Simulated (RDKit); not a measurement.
A run for RDKit: MMFF94 on CH4O (SMILES CO).

```python
from rdkit import Chem
from rdkit.Chem import AllChem, rdDetermineBonds

blocks = [
'''6

C    -0.06289605    0.09151950    0.18393658
O    -0.99763197    0.34782817    1.23622151
H    -0.10074025   -0.95065651   -0.14280775
H     0.92528051    0.29589392    0.59031464
H    -0.23885687    0.75136112   -0.66895246
H    -1.88981927    0.16802778    0.92249143
''',
]
mol = None
for b in blocks:
    f = Chem.MolFromXYZBlock(b)
    rdDetermineBonds.DetermineBonds(f, charge=0)
    mol = f if mol is None else Chem.CombineMols(mol, f)
Chem.SanitizeMol(mol)
print(Chem.MolToSmiles(Chem.RemoveHs(mol)))
ff = AllChem.MMFFGetMoleculeForceField(mol, AllChem.MMFFGetMoleculeProperties(mol), nonBondedThresh=100.0, ignoreInterfragInteractions=False)
e = ff.CalcEnergy()
print(f'MMFF94 energy {e:.6f} kcal/mol')
```

Program output:

```
CO
MMFF94 energy 1.175313 kcal/mol
```

The run finished.

Cost: roughly 0.03 core-seconds.
